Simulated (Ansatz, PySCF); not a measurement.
C3H8As (SMILES C[C](C)[AsH2]), doublet, geometry from GFN2-xTB. Base run: PBE/STO-3G (PySCF).

Here is a job for PySCF.
```python
from pyscf import gto, scf, dft

mol = gto.M(
    atom='''
C    -1.06519029    1.78483099    0.03108030
C    -0.76655125    0.36846721   -0.33389339
C    -1.95211724   -0.52631047   -0.48317032
As    0.91553816   -0.40089944    0.22269269
H    -1.54395907    1.85767815    1.01530513
H    -1.75664549    2.22927244   -0.68771601
H    -0.15135721    2.38131331    0.05400838
H    -2.65585291   -0.11386931   -1.20908699
H    -2.50022148   -0.63413665    0.46085300
H    -1.64900049   -1.52122396   -0.81434270
H     0.99654841   -1.34845491   -0.94467525
H     1.75088179    0.61717613   -0.50730393
''',
    basis='sto-3g',
    spin=1,
    verbose=4,
)

mf = dft.UKS(mol)
mf.xc = 'pbe'
mf.kernel()
```

The same geometry, method and basis name were run in Ansatz (a first-principles code) and PySCF, at each program's defaults and at the settings that a row names. The base is PySCF at its defaults. Differences at the defaults can come from grids, fitting, cores and function types together.

```json
[
 {"code and settings": "PySCF, defaults (exact integrals, its default grid, spherical functions)", "ΔE vs base (µEh)": "0.0", "basis functions": "41", "E (Eh)": "-2327.67615", "SCF cycles": "10", "dipole (D)": "0.62"},
 {"code and settings": "Ansatz, defaults (factorised integrals, its default grid, spherical functions)", "ΔE vs base (µEh)": "-0.1", "basis functions": "41", "E (Eh)": "-2327.67615", "SCF cycles": "-", "dipole (D)": "-"},
 {"code and settings": "PySCF, density fitting with def2-universal-jkfit", "ΔE vs base (µEh)": "-2643", "basis functions": "41", "E (Eh)": "-2327.67880", "SCF cycles": "10", "dipole (D)": "0.62"},
 {"code and settings": "PySCF, fine grid", "ΔE vs base (µEh)": "2.2", "basis functions": "41", "E (Eh)": "-2327.67615", "SCF cycles": "10", "dipole (D)": "0.62"},
 {"code and settings": "Ansatz, high accuracy", "ΔE vs base (µEh)": "1.9", "basis functions": "41", "E (Eh)": "-2327.67615", "SCF cycles": "-", "dipole (D)": "-"}
]
```

Open shells are given as the SCF converged; they aren't shown to be the lowest states, and a large step between rows can be another state.
